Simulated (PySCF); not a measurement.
Si(H)(Cl)(Br)(vinyl) (C2H4BrClSi), SMILES [SiH](Br)(Cl)C=C.

Geometry: PBE-D3(BJ)/def2-SVP. The values are those of a single conformer.

These are PBE-D3(BJ)/def2-SVP in PySCF 2.14.0 values and carry that method's errors.

Frequencies are harmonic and unscaled.

Computed normal modes with their intensities:
| mode | ν (cm⁻¹) | IR (km/mol) | moving atoms (share of kinetic energy) |
|---|---|---|---|
| 1 | 76 | 0.2 | C 49 %, H 31 %, Cl 14 % |
| 2 | 131 | 0.2 | C 48 %, Br 23 %, H 17 % |
| 3 | 138 | 1.5 | Cl 50 %, Br 26 %, Si 10 %, C 9 % |
| 4 | 203 | 2.3 | H 30 %, Si 24 %, Cl 22 %, C 20 % |
| 5 | 343 | 6.6 | C 47 %, Si 21 %, H 20 %, Br 12 % |
| 6 | 406 | 22.8 | Si 48 %, Br 14 %, Cl 14 %, C 13 %, H 10 % |
| 7 | 502 | 27.9 | H 50 %, C 26 %, Si 16 % |
| 8 | 560 | 107.5 | Si 50 %, Cl 27 %, H 16 % |
| 9 | 664 | 17.8 | C 39 %, H 35 %, Si 25 % |
| 10 | 759 | 145.5 | H 79 %, Si 14 % |
| 11 | 791 | 158.8 | H 85 %, Si 11 % |
| 12 | 958 | 20.4 | H 72 %, C 28 % |
| 13 | 969 | 15.3 | H 83 %, C 15 % |
| 14 | 988 | 14.7 | H 94 % |
| 15 | 1224 | 1.7 | H 73 %, C 27 % |
| 16 | 1365 | 20.4 | H 85 %, C 14 % |
| 17 | 1622 | 6.9 | C 87 %, H 13 % |
| 18 | 2195 | 87.6 | H 97 % |
| 19 | 3054 | 7.8 | H 95 % |
| 20 | 3068 | 1.3 | H 92 %, C 8 % |
| 21 | 3153 | 2.2 | H 89 %, C 11 % |
